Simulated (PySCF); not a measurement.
CdClBr, SMILES [Cl][Cd][Br].

Coordinates come from a r2SCAN-D4/def2-TZVP optimisation. The def2 effective core potentials stand for the cores of Cd; spin–orbit coupling is left out.

Level of theory: M06-2X/def2-TZVPD run with PySCF.

The total energy is -3202.19300 hartree, the point group comes out as C∞v and the highest occupied level is -9.78 eV. The lowest empty level is -1.54 eV and the orbital gap is 8.24 eV. The dipole moment comes out as 0.34 D and the quadrupole, principal values (traceless, Buckingham form, about the centre of nuclear charge) comes out as -13.58, 6.79, 6.79 D·Å. The mean static polarisability comes out as 65.0 bohr³ (9.64 Å³) and the polarisability, principal values is 50.5, 50.5, 94.1 bohr³.
